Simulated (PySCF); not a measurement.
## Palladium: a sound run and one with changed settings

Sound run: Pd⁺ [Kr] 4d9, Pd²⁺ [Kr] 4d8. Calculation: PySCF 2.14, in cc-pVDZ-PP with ECP28MDF (4s4p3d1f, 38 functions); scalar relativity through the core potential. In the sound run the correlated levels freeze 4s2 4p6 outside the core potential. The sound run starts from symmetry-adapted Hartree-Fock orbitals and uses a fine grid where one is needed.

Changed run: initial guess 1e, at most 50 SCF cycles.

```csv
species,method,sound run (hartree),changed run (hartree),converged
Pd⁺,UHF,-126.37625,-126.37608,yes
Pd⁺,r2SCAN,-127.15908,-127.15992,yes
Pd⁺,B3LYP,-127.17368,-127.17391,yes
Pd⁺,MP2,-126.58463,-126.58458,yes
Pd²⁺,UHF,-125.73771,-125.73771,yes
Pd²⁺,r2SCAN,-126.45407,-126.45407,yes
Pd²⁺,B3LYP,-126.45444,-126.45444,yes
Pd²⁺,MP2,-125.89152,-125.89152,yes
```

Ionisation energy of Pd⁺:

```
 method  sound run (eV)  changed run (eV)
    UHF          17.376            17.371
 r2SCAN          19.185            19.207
  B3LYP          19.572            19.578
    MP2          18.860            18.859
SCS-MP2          18.752            18.751
```

Where the changed run lies lower, it found another determinant of the same configuration, with other orbitals of the open shell filled.

For comparison, NIST gives 19.43 ± 0.12 eV between the lowest levels.
